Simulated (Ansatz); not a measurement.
Geometry optimisation, Ansatz, RKS PBE0-D4/def2-SVP.

Input file:

```yaml
crystal:
  periodic: [false, false, false]
  atoms:
    - { symbol: Ti, position_ang: [0.193154, -0.600511, -0.346369] }
    - { symbol: O, position_ang: [0.499873, 0.299218, 2.607995] }
    - { symbol: H, position_ang: [-0.435066, 0.538906, 2.594345] }
    - { symbol: F, position_ang: [1.402222, 0.592081, -0.609665] }
    - { symbol: F, position_ang: [-1.285063, 0.050871, 0.29163] }
    - { symbol: F, position_ang: [-0.229177, -1.305769, -1.857107] }
    - { symbol: S, position_ang: [0.99437, -2.41855, 0.950875] }
    - { symbol: H, position_ang: [0.242001, -3.305292, 0.257902] }
    - { symbol: H, position_ang: [0.467585, -0.665052, 2.799195] }
basis:
  gaussian: { orbitals: def2-SVP }
hamiltonian:
  xc: pbe0
  dispersion: d4
relax:
  f_tol: 0.03
  max_steps: 50
output:
  orbitals: {}
```

Command:

```bash
$ ansatz run input.yaml --threads 4 --pin off --max-ram 5120MiB --backend cpu --events-out ev --progress --plain --runs-dir out
```

Q: Where does it end, and by what steps?

A: It converged. After 15 steps the energy has fallen by 0.483 eV; H9 moved furthest, 0.64 Å. Joined: Ti1–O2 (3.10 → 2.24 Å).

```csv
step,energy less start (eV),largest force component (eV/Å),accepted
0,0.0000,0.950,yes
1,-0.1161,1.131,yes
2,-0.2793,1.128,yes
3,-0.3469,1.500,yes
4,-0.4260,0.319,yes
5,-0.4350,0.204,yes
6,-0.4419,0.186,yes
7,-0.4484,0.262,yes
8,-0.3644,1.973,no
9,-0.4626,0.078,yes
10,-0.4648,0.411,yes
11,-0.4697,0.230,yes
12,-0.4770,0.260,yes
13,-0.4814,0.087,yes
14,-0.4822,0.071,yes
15,-0.4830,0.007,yes
```

```xyz
9
Properties=species:S:1:pos:R:3
Ti 0.099 -0.546 -0.032
O 0.335 0.179 2.078
H -0.513 0.228 2.538
F 1.488 0.451 -0.339
F -1.437 0.244 0.259
F -0.160 -1.279 -1.579
S 0.511 -2.523 1.105
H 0.572 -3.291 -0.005
H 0.955 -0.275 2.663
```

Whether the end is a true minimum wasn't checked by a vibrational analysis.

Time of the run: 17 s on 4 threads of AMD EPYC 9R45 96-Core Processor (Zen 5), on a shared host, peak memory 0.35 GiB.
